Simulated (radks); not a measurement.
Problem. All-electron atom: F II in [He] 2s2 2p4. All-electron calculation, scalar-relativistic Kohn-Sham, BLYP, spin-polarised, spherical densities, finite nucleus; open shells are filled with parallel spins first; Fermi nuclear charge, rms radius 2.8976 fm. Program: a radial shooting solver on a logarithmic mesh with Libxc functionals. Some entries of the table are withheld. Estimate them.

orbital  occ.  eigenvalue (hartree)  <1/r> (bohr^-1)
1s up       1                   (1)            8.626
1s down     1                   (2)            8.639
2s up       1                   (3)            1.531
2s down     1                   (4)            1.497
2p up       3              -1.09795            1.395
2p down     1              -0.95588            1.348

Solution. 
(1) 1s up eigenvalue (hartree): -25.18279
(2) 1s down eigenvalue (hartree): -25.12417
(3) 2s up eigenvalue (hartree): -1.79333
(4) 2s down eigenvalue (hartree): -1.65099
